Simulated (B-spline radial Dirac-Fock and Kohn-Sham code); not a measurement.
Satellites and hypersatellites of the K lines of La³⁺

System: lanthanum as La³⁺, configuration [Kr] 4d10 5s2 5p6.

Calculated with a radial atomic solver, using Dirac-Fock ΔSCF + Breit + QED. Each two-hole energy is an average over J within one jj subconfiguration, not an observable level; in light atoms, where LS coupling holds, the j-resolved values are not observed lines, and for a K spectator the Kα1 hypersatellite is nearly forbidden. Correlation energy is missing from these numbers.

Lines without a spectator: Kα2 (K-L2) 33031.3 eV, Kα1 (K-L3) 33439.3 eV, Kβ3 (K-M2) 37714.6 eV, Kβ1 (K-M3) 37795.7 eV. Shifts in eV with one spectator hole (a dash: not computed, or left out as unreliable):

```tsv
spectator hole	Kα2	Kα1	Kβ3	Kβ1
K (1s)	+680.9	+709.9	+872.9	+879.3
L2 (2p1/2)	+78.2	+100.4	–	+206.9
L3 (2p3/2)	+71.5	+73.3	+175.8	–
M2 (3p1/2)	–	+12.67	+27.69	+33.4
M3 (3p3/2)	+8.51	–	+26.98	+26.61
M4 (3d3/2)	+1.84	-1.27	–	–
M5 (3d5/2)	-2.02	+0.45	–	–
```

With n spectator holes in 2p, averaged over the 2p shell (energies in eV):

| n | KαLⁿ | step | hypersatellite KαʰLⁿ |
| --- | --- | --- | --- |
| 0 | 33303.2 | – | 34003.5 |
| 1 | 33383.6 | +80.4 | 34085.4 |
| 2 | 33465.4 | +81.7 | 34168.8 |
| 3 | 33548.5 | +83.1 | 34253.5 |
| 4 | 33632.9 | +84.5 | 34339.6 |
| 5 | 33718.8 | +85.9 | 34427.1 |
